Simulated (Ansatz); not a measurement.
Basis-set extrapolation for `CC(F)([SiH3])[SiH3]` (PBE0-D4/def2-TZVP geometry, frozen core, Ansatz). Multiplicity 1, RHF reference.

```
                      def2-TZVPP   def2-QZVPP
                 HF  -758.351607  -758.377728
    MP2 correlation    -0.854743    -0.919915
CCSD(T) correlation    -0.950632      not run
```

Energies in hartree. Use E(X) = E(∞) + A·exp(−7.88·√X) for Hartree–Fock and E(X) = E(∞) + B·X^(−2.97) for correlation, with X = 3 and 4, and add CCSD(T) minus MP2 of the smaller set to the MP2 limit.

Problem. What is the CCSD(T) energy at the basis-set limit?

Solution. HF limit: -758.377728 + (-0.026121) × 0.13774 = -758.38133. MP2 limit: -0.919915 + (-0.065172) × 0.74074 = -0.96819. Higher-order term: -0.950632 − (-0.854743) = -0.09589. Total: -759.44541 hartree, 375.9 kJ/mol below CCSD(T)/def2-TZVPP.
